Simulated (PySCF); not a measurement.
C₃H₇ClSi, SMILES [SiH3]C/C=C\Cl.

The structure is a stationary point at B3LYP-D3(BJ)/def2-SVP. The structure was generated by enumeration; whether it is a known compound was not checked. One conformer was computed; it need not be the lowest.

These are B3LYP-D3(BJ)/def2-SVP (PySCF) values and carry that method's errors.

Frequencies are harmonic and unscaled.

| mode | ν (cm⁻¹) | IR (km/mol) | moving atoms (share of kinetic energy) |
|---|---|---|---|
| 1 | 51 | 0.4 | Si 35 %, Cl 34 %, H 15 %, C 15 % |
| 2 | 132 | 0.3 | H 93 % |
| 3 | 170 | 0.4 | C 50 %, H 28 %, Si 20 % |
| 4 | 236 | 1.8 | C 44 %, H 28 %, Cl 28 % |
| 5 | 453 | 3.8 | C 63 %, H 28 % |
| 6 | 501 | 6.0 | H 84 %, C 10 % |
| 7 | 562 | 4.8 | H 44 %, C 37 %, Si 9 %, Cl 9 % |
| 8 | 603 | 6.1 | H 45 %, C 33 %, Si 13 %, Cl 9 % |
| 9 | 678 | 59.4 | H 65 %, C 27 % |
| 10 | 763 | 65.1 | C 60 %, H 22 %, Cl 17 % |
| 11 | 776 | 10.9 | H 52 %, C 39 %, Si 8 % |
| 12 | 868 | 26.7 | H 53 %, C 42 % |
| 13 | 928 | 252.4 | H 90 %, Si 9 % |
| 14 | 947 | 7.7 | H 81 %, C 19 % |
| 15 | 953 | 39.2 | H 96 % |
| 16 | 956 | 52.1 | H 96 % |
| 17 | 1010 | 7.5 | C 56 %, H 43 % |
| 18 | 1146 | 7.3 | H 90 %, C 9 % |
| 19 | 1179 | 24.1 | H 68 %, C 32 % |
| 20 | 1241 | 1.8 | H 86 %, C 14 % |
| 21 | 1336 | 28.8 | H 74 %, C 26 % |
| 22 | 1431 | 8.0 | H 87 %, C 13 % |
| 23 | 1694 | 16.5 | C 93 % |
| 24 | 2215 | 126.5 | H 98 % |
| 25 | 2220 | 111.4 | H 96 % |
| 26 | 2241 | 78.4 | H 96 % |
| 27 | 3047 | 7.4 | H 95 % |
| 28 | 3108 | 1.6 | H 90 %, C 10 % |
| 29 | 3156 | 4.9 | H 92 %, C 8 % |
| 30 | 3222 | 4.6 | H 91 %, C 9 % |
